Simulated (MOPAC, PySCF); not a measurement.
[Cu(NH3)(OH)], neutral singlet in the gas phase. 

Cartesian coordinates (Å):
```xyz
7

Cu    -0.1012    -0.0463    -0.0036
N     -1.9029     0.6502    -0.0288
H     -2.4707     0.2982     0.7551
H     -2.4038     0.3918    -0.8902
H     -1.9314     1.6781     0.0281
O      1.5623    -0.6549     0.1375
H      1.8192    -1.0156    -0.7324
```
Charge 0, multiplicity 1.

All levels are single points at this geometry (TPSS-D3(BJ)/def2-SVP); Pople sets use spherical d functions. Orbital energies aren't observables, and empty levels follow the basis.

SVWN5/6-31G* (LANL2DZ on Cu) in PySCF gives dipole (D) = 6.97.

### Question
Estimate the dipole (D) from each of these levels: TPSSh-D3(BJ)/def2-TZVP in PySCF; B3LYP/6-31G* (LANL2DZ on Cu) in PySCF; BP86/6-31G* (LANL2DZ on Cu) in PySCF; M06-2X/6-31G* (LANL2DZ on Cu) in PySCF; PM7 in MOPAC.

### Answer

| level | dipole (D) |
|---|---|
| TPSSh-D3(BJ)/def2-TZVP in PySCF | 7.48 |
| B3LYP/6-31G* (LANL2DZ on Cu) in PySCF | 7.32 |
| BP86/6-31G* (LANL2DZ on Cu) in PySCF | 6.94 |
| M06-2X/6-31G* (LANL2DZ on Cu) in PySCF | 7.92 |
| PM7 in MOPAC | 9.70 |
